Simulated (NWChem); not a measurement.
System: SiH4TeO; SMILES [TeH]O[SiH3]

NWChem input:

```
start job
memory heap 200 mb stack 900 mb global 1100 mb
geometry units angstroms noautoz
  Te    -0.211244    -0.875643     0.093020
  H     -0.795669    -0.925061    -1.474580
  O      0.701263     0.890384    -0.122892
  Si    -0.120681     2.338906     0.045382
  H     -1.189808     2.477007    -0.992756
  H      0.893161     3.417297    -0.132255
  H     -0.753979     2.456286     1.395259
end
basis spherical
  * library def2-svpd
end
ecp
  Te library def2-ecp
end
dft
  xc pbe0
  iterations 150
end
tddft
  cis
  nroots 6
  notriplet
end
task tddft energy
```

The geometry was optimised at PBE0/def2-SVP. Not confirmed as a minimum by frequencies. def2 effective core potentials on Te; no spin-orbit coupling.

Vertical excitations in the gas phase.

### Question
What results follow from this input? (PBE0/def2-SVPD with def2 effective core potentials on Te, TDA.) Quantities: lowest excitation, singlet (eV); oscillator strength of that lowest state; lowest state with f > 0.02, singlet (eV); orbital gap (eV).

### Answer
The lowest excitation, singlet (eV) is 2.83 and the oscillator strength of that lowest state is 0.001. The lowest state with f > 0.02, singlet (eV) comes out as 5.84 and the orbital gap (eV) comes out as 4.26.
